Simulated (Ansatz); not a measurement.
Geometry optimisation, RKS PBE-D4/STO-3G in Ansatz.

Input file:

```yaml
crystal:
  periodic: [false, false, false]
  atoms:
    - { symbol: C, position_ang: [-0.96626, 0.99834, -0.06023] }
    - { symbol: B, position_ang: [0.54301, 0.97674, 0.41808] }
    - { symbol: "N", position_ang: [1.19754, -0.26708, 0.30586] }
    - { symbol: Al, position_ang: [0.24563, -1.67204, -0.33755] }
    - { symbol: H, position_ang: [-1.1427, 1.70226, -0.87198] }
    - { symbol: H, position_ang: [-1.65611, 1.25841, 0.74095] }
    - { symbol: H, position_ang: [-1.24975, -0.00817, -0.42597] }
    - { symbol: H, position_ang: [1.08675, 1.93081, 0.83443] }
    - { symbol: H, position_ang: [2.16698, -0.27891, 0.60821] }
    - { symbol: H, position_ang: [0.30009, -2.03942, -1.8362] }
    - { symbol: H, position_ang: [-0.52519, -2.60094, 0.6244] }
basis:
  gaussian: { orbitals: STO-3G }
hamiltonian:
  xc: pbe
  dispersion: d4
relax:
  f_tol: 0.02
  max_steps: 50
```

Run as:

```bash
$ ansatz run input.yaml --threads 1 --pin off --max-ram 2048MiB --backend cpu --events-out ev --progress --plain --runs-dir out
```

Where does it end, and by what steps?

The forces met the threshold. Limits of this set-up: minimal basis. After 6 steps the energy has fallen by 0.138 eV; H10 moved furthest, 0.17 Å.

```tsv
step	energy less start (eV)	largest force component (eV/Å)	accepted
0	0.0000	1.867	yes
1	-0.1226	0.499	yes
2	-0.1315	0.144	yes
3	-0.1347	0.244	yes
4	-0.1368	0.104	yes
5	-0.1373	0.037	yes
6	-0.1375	0.012	yes
```

```xyz
11
Properties=species:S:1:pos:R:3
C -0.955 0.925 -0.074
B 0.574 0.935 0.416
N 1.247 -0.272 0.331
Al 0.213 -1.614 -0.333
H -1.127 1.630 -0.911
H -1.652 1.214 0.736
H -1.325 -0.071 -0.443
H 1.060 1.931 0.817
H 2.251 -0.333 0.633
H 0.260 -1.873 -1.820
H -0.547 -2.474 0.647
```

Time of the run: 14 s on 1 CPU thread of a shared host.
